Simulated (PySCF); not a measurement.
# Orbital picture of SeBr

PBE0 at R = 2.272 Å; PySCF, scalar-relativistic core potentials, basis sets Se cc-pVTZ-PP with ECP10, Br cc-pVTZ-PP with ECP10. State: ²Π (doublet), unpaired electrons π ↑. Only the outer orbitals are listed, counted within each symmetry, core potentials removing the inner ones.

| spin | orbital | occ. | ε (eV) | on Se (%) | main shells (%) |
| --- | --- | --- | --- | --- | --- |
| α | 7σ | 1 | -23.63 | 22 | 76 Br s, 19 Se s |
| α | 8σ | 1 | -19.40 | 75 | 75 Se s, 21 Br s |
| α | 9σ | 1 | -11.16 | 44 | 54 Br p, 38 Se p |
| α | 5π | 1 | -10.25 | 38 | 61 Br p, 37 Se p |
| α | 5π | 1 | -9.74 | 25 | 74 Br p, 24 Se p |
| α | 6π | 1 | -7.83 | 62 | 62 Se p, 38 Br p |
| α | 6π | 1 | -6.95 | 75 | 74 Se p, 24 Br p |
| α | 10σ | 0 | -2.48 | 62 | 61 Se p, 38 Br p |
| α | 11σ | 0 | 3.76 | 84 | 72 Se s, 12 Br s |
| α | 12σ | 0 | 5.70 | 87 | 78 Se p, 17 Br d |
| β | 7σ | 1 | -23.37 | 18 | 80 Br s, 14 Se s |
| β | 8σ | 1 | -18.46 | 77 | 78 Se s, 16 Br s |
| β | 9σ | 1 | -10.93 | 43 | 55 Br p, 36 Se p |
| β | 5π | 1 | -9.64 | 22 | 77 Br p, 21 Se p |
| β | 5π | 1 | -9.39 | 15 | 84 Br p, 13 Se p |
| β | 6π | 1 | -6.67 | 78 | 78 Se p, 22 Br p |
| β | 6π | 0 | -4.41 | 85 | 85 Se p, 14 Br p |
| β | 10σ | 0 | -2.20 | 64 | 64 Se p, 36 Br p |
| β | 11σ | 0 | 4.01 | 79 | 67 Se s, 16 Br s |

**Question.** Which are the highest filled and the lowest empty level, where do they sit, and how wide is the gap?

**Answer.** Highest filled β 6π at -6.67 eV (in %: 78 Se p, 22 Br p); lowest empty β 6π at -4.41 eV (in %: 85 Se p, 14 Br p); the gap at PBE0 is 2.26 eV. Both belong to one degenerate shell, split only by its one-sided filling, so this is no excitation gap.

```json
{
  "bond order (Mayer)": "1.28",
  "⟨S²⟩": "0.754",
  "charge on Se (Mulliken, basis-dependent)": "0.04",
  "charge on Se (Löwdin, basis-dependent)": "-0.01",
  "dipole moment (positive dipole means Se(−)Br(+))": "-0.28 D",
  "polarisability along the bond": "63.8 bohr³",
  "polarisability across the bond": "30.2 bohr³"
}
```

Spin–orbit coupling is left out. The state was picked by a PBE0 search and need not be the measured ground state.
